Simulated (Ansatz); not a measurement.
Ansatz (a quantum-chemistry and plane-wave program) input for 1-chloro-4,4,4-trifluorobuta-1,2-diene (C₄H₂ClF₃), SMILES FC(F)(F)C=C=CCl, PBE0-D3(BJ)/def2-SVP. 

Ansatz 0.2 input:
```yaml
crystal:
  periodic: [false, false, false]
  atoms:
    - {symbol: F, position_ang: [-2.47835289, -0.34002946, 0.43922008]}
    - {symbol: C, position_ang: [-1.59324671, 0.28894021, -0.35118373]}
    - {symbol: F, position_ang: [-2.29066686, 0.74091582, -1.40854442]}
    - {symbol: F, position_ang: [-1.16808850, 1.36427412, 0.31847242]}
    - {symbol: C, position_ang: [-0.48085099, -0.62860572, -0.77559948]}
    - {symbol: C, position_ang: [0.76863845, -0.36219967, -0.54379740]}
    - {symbol: C, position_ang: [2.00335522, -0.07716685, -0.27949143]}
    - {symbol: Cl, position_ang: [2.79000089, -0.59970605, 1.16544146]}
    - {symbol: H, position_ang: [-0.81356841, -1.50937096, -1.30608190]}
    - {symbol: H, position_ang: [2.63015144, 0.49212194, -0.94832352]}
basis:
  gaussian:
    orbitals: def2-SVP
hamiltonian:
  xc: pbe0
  dispersion: d3bj
relax: {f_tol: 0.002, max_steps: 200}
```

It prints:

```
WARN ansatz: RAYON_NUM_THREADS=1 ignored (pool sized by the plan → 1); use --threads N
Functional definition: PBE0
integrals: 0.09 GiB planned
1368 factors; integrals over basis functions are off by at most 3.4e-4 eV
mean field: 0.68 GiB planned
mean field evaluation 1: about -24817.2353 eV, gradient 4.8e1 eV
mean field evaluation 2: about -24815.4807 eV, gradient 5.7e1 eV
mean field evaluation 4: about -24822.0634 eV, gradient 3.2e0 eV
mean field evaluation 8: about -24822.1516 eV, gradient 2.4e-1 eV
mean field evaluation 16: about -24822.1517 eV, gradient 2.0e-5 eV
mean field -24822.15174396 eV, -912.1972515319 hartree, gradient 2.3e-5 eV, S^2 0.000000; 0 other end points of the search recorded, 0 dependent functions left out
the calculation of the forces begins
reference -24822.15176315 eV, -912.1972522370 hartree; 35, 35 occupied and 91, 91 virtual orbitals, 1368 factors
relax step   1: F+E_penalty+E_count = -24822.34219484 eV  Δ(F+E_penalty+E_count) = +0.000e0 eV  max|allowed force component| = 6.679e-1 eV/Å  Δτ_max = 0.0000 Å  (29 SCF iters, accepted)
these checks for a lower state are left out or cut short: starts, cluster_reference, orbital_swaps, neighbouring_geometries, increment
integrals: 0.09 GiB planned
1368 factors; integrals over basis functions are off by at most 3.7e-4 eV
mean field: 0.68 GiB planned
mean field -24822.16587699 eV, -912.1977709112 hartree, gradient 1.2e-5 eV, S^2 0.000000; 0 other end points of the search recorded, 0 dependent functions left out
the calculation of the forces begins
[...]
integrals: 0.09 GiB planned
1368 factors; integrals over basis functions are off by at most 3.7e-4 eV
mean field: 0.68 GiB planned
mean field -24822.18428063 eV, -912.1984472323 hartree, gradient 2.2e-5 eV, S^2 0.000000; 0 other end points of the search recorded, 0 dependent functions left out
the calculation of the forces begins
reference -24822.18429996 eV, -912.1984479427 hartree; 35, 35 occupied and 91, 91 virtual orbitals, 1368 factors
relax step   6: F+E_penalty+E_count = -24822.37418209 eV  Δ(F+E_penalty+E_count) = -7.270e-4 eV  max|allowed force component| = 5.475e-2 eV/Å  Δτ_max = 0.0050 Å  (25 SCF iters, accepted)
these checks for a lower state are left out or cut short: starts, cluster_reference, orbital_swaps, neighbouring_geometries, increment
integrals: 0.09 GiB planned
1368 factors; integrals over basis functions are off by at most 3.8e-4 eV
mean field: 0.68 GiB planned
mean field -24822.18441280 eV, -912.1984520894 hartree, gradient 1.6e-5 eV, S^2 0.000000; 0 other end points of the search recorded, 0 dependent functions left out
the calculation of the forces begins
reference -24822.18443211 eV, -912.1984527990 hartree; 35, 35 occupied and 91, 91 virtual orbitals, 1368 factors
relax step   7: F+E_penalty+E_count = -24822.37430235 eV  Δ(F+E_penalty+E_count) = -1.203e-4 eV  max|allowed force component| = 6.386e-2 eV/Å  Δτ_max = 0.0122 Å  (25 SCF iters, accepted)
these checks for a lower state are left out or cut short: starts, cluster_reference, orbital_swaps, neighbouring_geometries, increment
integrals: 0.09 GiB planned
1368 factors; integrals over basis functions are off by at most 3.8e-4 eV
mean field: 0.68 GiB planned
mean field -24822.18502005 eV, -912.1984744056 hartree, gradient 1.8e-5 eV, S^2 0.000000; 0 other end points of the search recorded, 0 dependent functions left out
the calculation of the forces begins
reference -24822.18503936 eV, -912.1984751153 hartree; 35, 35 occupied and 91, 91 virtual orbitals, 1368 factors
relax step   8: F+E_penalty+E_count = -24822.37482671 eV  Δ(F+E_penalty+E_count) = -5.244e-4 eV  max|allowed force component| = 4.889e-2 eV/Å  Δτ_max = 0.0083 Å  (24 SCF iters, accepted)
these checks for a lower state are left out or cut short: starts, cluster_reference, orbital_swaps, neighbouring_geometries, increment
integrals: 0.09 GiB planned
1368 factors; integrals over basis functions are off by at most 3.8e-4 eV
mean field: 0.68 GiB planned
mean field evaluation 64: about -24822.1203 eV, gradient 6.1e-1 eV
mean field -24822.18566088 eV, -912.1984979555 hartree, gradient 2.6e-5 eV, S^2 0.000000; 0 other end points of the search recorded, 0 dependent functions left out
the calculation of the forces begins
reference -24822.18568019 eV, -912.1984986651 hartree; 35, 35 occupied and 91, 91 virtual orbitals, 1368 factors
relax step   9: F+E_penalty+E_count = -24822.37529930 eV  Δ(F+E_penalty+E_count) = -4.726e-4 eV  max|allowed force component| = 4.702e-2 eV/Å  Δτ_max = 0.0086 Å  (25 SCF iters, accepted)
these checks for a lower state are left out or cut short: starts, cluster_reference, orbital_swaps, neighbouring_geometries, increment
integrals: 0.09 GiB planned
1368 factors; integrals over basis functions are off by at most 3.9e-4 eV
mean field: 0.68 GiB planned
mean field -24822.18639344 eV, -912.1985248767 hartree, gradient 1.3e-5 eV, S^2 0.000000; 0 other end points of the search recorded, 0 dependent functions left out
the calculation of the forces begins
reference -24822.18641273 eV, -912.1985255857 hartree; 35, 35 occupied and 91, 91 virtual orbitals, 1368 factors
relax step  10: F+E_penalty+E_count = -24822.37575590 eV  Δ(F+E_penalty+E_count) = -4.566e-4 eV  max|allowed force component| = 7.264e-2 eV/Å  Δτ_max = 0.0216 Å  (32 SCF iters, accepted)
these checks for a lower state are left out or cut short: starts, cluster_reference, orbital_swaps, neighbouring_geometries, increment
integrals: 0.09 GiB planned
1368 factors; integrals over basis functions are off by at most 3.9e-4 eV
mean field: 0.68 GiB planned
mean field -24822.18661480 eV, -912.1985330115 hartree, gradient 9.4e-6 eV, S^2 0.000000; 0 other end points of the search recorded, 0 dependent functions left out
the calculation of the forces begins
reference -24822.18663409 eV, -912.1985337206 hartree; 35, 35 occupied and 91, 91 virtual orbitals, 1368 factors
relax step  11: F+E_penalty+E_count = -24822.37589242 eV  Δ(F+E_penalty+E_count) = -1.365e-4 eV  max|allowed force component| = 1.336e-2 eV/Å  Δτ_max = 0.0037 Å  (26 SCF iters, accepted)
these checks for a lower state are left out or cut short: starts, cluster_reference, orbital_swaps, neighbouring_geometries, increment
integrals: 0.09 GiB planned
1368 factors; integrals over basis functions are off by at most 3.9e-4 eV
mean field: 0.68 GiB planned
mean field -24822.18661558 eV, -912.1985330400 hartree, gradient 1.5e-5 eV, S^2 0.000000; 0 other end points of the search recorded, 0 dependent functions left out
the calculation of the forces begins
reference -24822.18663488 eV, -912.1985337494 hartree; 35, 35 occupied and 91, 91 virtual orbitals, 1368 factors
relax step  12: F+E_penalty+E_count = -24822.37591159 eV  Δ(F+E_penalty+E_count) = -1.916e-5 eV  max|allowed force component| = 8.488e-3 eV/Å  Δτ_max = 0.0039 Å  (25 SCF iters, accepted)
these checks for a lower state are left out or cut short: starts, cluster_reference, orbital_swaps, neighbouring_geometries, increment
integrals: 0.09 GiB planned
1368 factors; integrals over basis functions are off by at most 3.9e-4 eV
mean field: 0.68 GiB planned
mean field -24822.18661882 eV, -912.1985331594 hartree, gradient 9.6e-6 eV, S^2 0.000000; 0 other end points of the search recorded, 0 dependent functions left out
the calculation of the forces begins
reference -24822.18663813 eV, -912.1985338689 hartree; 35, 35 occupied and 91, 91 virtual orbitals, 1368 factors
relax step  13: F+E_penalty+E_count = -24822.37591064 eV  Δ(F+E_penalty+E_count) = +9.455e-7 eV  max|allowed force component| = 1.001e-2 eV/Å  Δτ_max = 0.0024 Å  (25 SCF iters, rejected (line search))
these checks for a lower state are left out or cut short: starts, cluster_reference, orbital_swaps, neighbouring_geometries, increment
integrals: 0.09 GiB planned
1368 factors; integrals over basis functions are off by at most 3.9e-4 eV
mean field: 0.68 GiB planned
mean field evaluation 96: about -24822.1866 eV, gradient 9.9e-2 eV
mean field -24822.18662011 eV, -912.1985332067 hartree, gradient 5.9e-5 eV, S^2 0.000000; 0 other end points of the search recorded, 0 dependent functions left out
the calculation of the forces begins
reference -24822.18663942 eV, -912.1985339161 hartree; 35, 35 occupied and 91, 91 virtual orbitals, 1368 factors
relax step  14: F+E_penalty+E_count = -24822.37591560 eV  Δ(F+E_penalty+E_count) = -4.011e-6 eV  max|allowed force component| = 4.245e-3 eV/Å  Δτ_max = 0.0012 Å  (22 SCF iters, accepted)
these checks for a lower state are left out or cut short: starts, cluster_reference, orbital_swaps, neighbouring_geometries, increment
integrals: 0.09 GiB planned
1368 factors; integrals over basis functions are off by at most 3.9e-4 eV
mean field: 0.68 GiB planned
mean field -24822.18662614 eV, -912.1985334281 hartree, gradient 8.4e-5 eV, S^2 0.000000; 0 other end points of the search recorded, 0 dependent functions left out
the calculation of the forces begins
reference -24822.18664544 eV, -912.1985341377 hartree; 35, 35 occupied and 91, 91 virtual orbitals, 1368 factors
relax step  15: F+E_penalty+E_count = -24822.37591625 eV  Δ(F+E_penalty+E_count) = -6.495e-7 eV  max|allowed force component| = 2.133e-3 eV/Å  Δτ_max = 0.0017 Å  (22 SCF iters, accepted)
these checks for a lower state are left out or cut short: starts, cluster_reference, orbital_swaps, neighbouring_geometries, increment
integrals: 0.09 GiB planned
1368 factors; integrals over basis functions are off by at most 3.9e-4 eV
mean field: 0.68 GiB planned
mean field -24822.18662455 eV, -912.1985333698 hartree, gradient 7.4e-6 eV, S^2 0.000000; 0 other end points of the search recorded, 0 dependent functions left out
the calculation of the forces begins
reference -24822.18664386 eV, -912.1985340796 hartree; 35, 35 occupied and 91, 91 virtual orbitals, 1368 factors
relax step  16: F+E_penalty+E_count = -24822.37591701 eV  Δ(F+E_penalty+E_count) = -7.691e-7 eV  max|allowed force component| = 3.639e-3 eV/Å  Δτ_max = 0.0019 Å  (25 SCF iters, accepted)
these checks for a lower state are left out or cut short: starts, cluster_reference, orbital_swaps, neighbouring_geometries, increment
integrals: 0.09 GiB planned
1368 factors; integrals over basis functions are off by at most 3.9e-4 eV
mean field: 0.68 GiB planned
mean field -24822.18662508 eV, -912.1985333892 hartree, gradient 1.7e-5 eV, S^2 0.000000; 0 other end points of the search recorded, 0 dependent functions left out
the calculation of the forces begins
reference -24822.18664439 eV, -912.1985340990 hartree; 35, 35 occupied and 91, 91 virtual orbitals, 1368 factors
relax step  17: F+E_penalty+E_count = -24822.37591817 eV  Δ(F+E_penalty+E_count) = -1.153e-6 eV  max|allowed force component| = 7.352e-4 eV/Å  Δτ_max = 0.0004 Å  (21 SCF iters, accepted)
integrals: 0.09 GiB planned
1368 factors; integrals over basis functions are off by at most 3.9e-4 eV
mean field: 0.68 GiB planned
mean field evaluation 128: about -24822.1866 eV, gradient 3.6e-4 eV
mean field -24822.18662508 eV, -912.1985333892 hartree, gradient 1.7e-5 eV, S^2 0.000000; 1 other end points of the search recorded, 0 dependent functions left out
the calculation of the forces begins
reference -24822.18664439 eV, -912.1985340990 hartree; 35, 35 occupied and 91, 91 virtual orbitals, 1368 factors
Total energy: -24822.37593748 eV, -912.2054904918 hartree
Atom 0 at    -2.478090    -0.350176     0.434435 Å, force    -0.000029     0.000218     0.000166 eV/Å
Atom 1 at    -1.617945     0.303393    -0.351165 Å, force     0.000236    -0.000076    -0.000017 eV/Å
Atom 2 at    -2.302054     0.722106    -1.420482 Å, force     0.000047    -0.000038     0.000001 eV/Å
Atom 3 at    -1.189749     1.374231     0.307417 Å, force    -0.000275    -0.000058     0.000146 eV/Å
Atom 4 at    -0.495044    -0.601124    -0.768401 Å, force     0.000397    -0.000108    -0.000094 eV/Å
Atom 5 at     0.760903    -0.350294    -0.508575 Å, force    -0.000007     0.000350    -0.000047 eV/Å
Atom 6 at     2.018275    -0.092223    -0.266361 Å, force    -0.000735    -0.000381    -0.000203 eV/Å
Atom 7 at     2.836529    -0.620006     1.158732 Å, force     0.000126     0.000122     0.000118 eV/Å
Atom 8 at    -0.801776    -1.501110    -1.314464 Å, force     0.000124     0.000058    -0.000096 eV/Å
Atom 9 at     2.636321     0.484377    -0.961024 Å, force     0.000115    -0.000087     0.000025 eV/Å
Dipole moment:     0.256250    -0.136748    -0.275802 e Å
```

The run converged.

Cost: about 110 core-seconds (a rough figure).
